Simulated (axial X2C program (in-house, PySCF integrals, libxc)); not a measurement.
# Spin–orbit effects down a group: molecules with Ag (ions), PBE0

Computed with an axial X2C code built on PySCF integrals, spin-free (one-electron X2C) or two-component (2c: spin–orbit coupling with atomic mean-field Coulomb and Gaunt terms, which also bring small scalar terms), in Dyall basis sets with cores contracted in-house; open shells are unrestricted.

Basis sets: Ag dyall-cv3z, H dyall-v3z, Li dyall-cv3z, Na dyall-cv3z.

```csv
molecule,spin-free state,Re (Å),ωe (cm⁻¹),De (eV),2c state,Re 2c (Å),ωe 2c (cm⁻¹),De 2c (eV)
AgH⁺,"M_S = 1/2, Λ = 0",1.685,1160.2,0.65,Ω = 1/2,1.685,1163.3,0.65
LiAg⁺,"M_S = 1/2, Λ = 0",2.781,213.9,0.72,Ω = 1/2,2.781,213.9,0.72
NaAg⁺,"M_S = 1/2, Λ = 0",3.109,109.9,0.51,Ω = 1/2,3.109,109.9,0.51
```

Task: Work out the shifts from the spin-free to the two-component result.

Result: 

| molecule | 2c state | ΔRe (Å) | Δωe (cm⁻¹) | ΔDe (eV) |
| --- | --- | --- | --- | --- |
| AgH⁺ | Ω = 1/2 | 0.000 | 3.1 | 0.00 |
| LiAg⁺ | Ω = 1/2 | 0.000 | 0.0 | 0.00 |
| NaAg⁺ | Ω = 1/2 | 0.000 | 0.0 | 0.00 |

Shifts of one unit in the last digit are rounding.

Fragments in 2c: Ag+ + H, Ag + Li+, Ag + Na+. Each entry is the lowest single determinant of a limited PBE0 search at one distance. De goes to single-determinant-based atoms at the same level (for ions the charge split of lowest energy) and is withheld (n/a) where an atom does not fit its ground term or J level. Main or longest-lived isotopes.
